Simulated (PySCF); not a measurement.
# Hf: excitation energy

Hf [Xe] 4f14 5d2 6s2 (3F) → Hf [Xe] 4f14 5d3 6s1 (5F), as a difference of total energies. Computed with PySCF 2.14 in aug-cc-pwCVDZ-PP with ECP60MDF, with a scalar-relativistic core potential. Correlated levels: valence: 5s2 5p6 frozen; valence and next inner shell: nothing frozen outside the core potential. The calculations carry no spin-orbit coupling.

| method | excitation energy (cm⁻¹) |
| --- | --- |
| UHF | 7447.3 |
| LDA | 9630.8 |
| PBE | 8125.8 |
| PBE0 | 8332.2 |
| r2SCAN | 5369.8 |
| CAM-B3LYP | 12802 |
| M06-L | 14456 |
| wB97X | 18145 |
| B2PLYP | 12722 |
| MP2 (valence) | 11835 |
| SCS-MP2 (valence) | 15677 |
| MP2 (valence and next inner shell) | 12526 |
| SCS-MP2 (valence and next inner shell) | 15747 |
